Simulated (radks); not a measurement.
Problem. The mean radii <r> (bohr) of the occupied orbitals of an atom or ion are listed with their occupations. All-electron calculation, scalar-relativistic Kohn-Sham, PBEsol, spin-polarised, spherical densities, finite nucleus; Fermi nuclear charge, rms radius of each element as measured or else 0.836 A^(1/3) + 0.57 fm. Program: a radial shooting solver on a logarithmic mesh with Libxc functionals.

| orbital | occ. | <r> |
|---|---|---|
| 1s | 2 | 0.01633 |
| 2s | 2 | 0.06878 |
| 2p | 6 | 0.06236 |
| 3s | 2 | 0.1776 |
| 3p | 6 | 0.1793 |
| 3d | 10 | 0.1625 |
| 4s | 2 | 0.3918 |
| 4p | 6 | 0.4177 |
| 4d | 10 | 0.4399 |
| 5s | 2 | 0.8770 |
| 4f | 14 | 0.4677 |
| 5p | 6 | 1.007 |
| 5d | 10 | 1.383 |
| 6s | 2 | 2.379 |

Name the element and its charge. Open shells, if any, are filled with parallel spins first.

Solution. Z = 81, thallium, charge +1: Tl+ in [Hg]. The 1s radius gives Z: for a bare nucleus <r> = (2 gamma + 1)/(2Z) with gamma = sqrt(1 - (Z/c)^2), 0.01613 bohr for Z = 81, and screening makes it slightly larger (0.01633 here). The occupations add up to 80, and the charge is Z minus that.
